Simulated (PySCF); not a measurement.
B3LYP has the VWN-RPA correlation part, as in Gaussian. Delta-SCF ions had no search for a lower state. Excitations are Tamm–Dancoff values on a coarser integration grid. The basis has no diffuse functions, so Rydberg states are missing or too high.

Z-matrix (Å, degrees):
```
C
C 1 1.3405
H 2 1.0849 1 118.50
H 1 1.0874 2 116.57 3 -0.06
C 2 1.4719 3 114.42 1 179.92
O 5 1.2121 2 126.92 3 179.57
H 5 1.1099 6 119.53 2 179.99
C 1 1.4889 4 115.27 2 -179.99
H 8 1.0845 1 112.48 4 179.34
H 8 1.0947 9 109.56 1 122.16
H 8 1.0948 9 109.40 10 115.81
```
Charge 0, spin multiplicity 1.

Q: Predict the brightest of the four lowest singlets (TDA), S1–T1 gap (TDA), total energy, LUMO, vertical ionisation energy (Delta-SCF), HOMO, T1 excitation (TDA) and S1 excitation (TDA) from B3LYP-D3(BJ)/def2-TZVP (PySCF).

A: 
```
Quantity                                           Result
-------------------------------------------  ------------
brightest of the four lowest singlets (TDA)       5.96 eV
S1–T1 gap (TDA)                                   0.49 eV
total energy                                 -231.3385 Ha
LUMO                                             -2.06 eV
vertical ionisation energy (Delta-SCF)            9.50 eV
HOMO                                             -7.06 eV
T1 excitation (TDA)                               2.95 eV
S1 excitation (TDA)                               3.44 eV
```
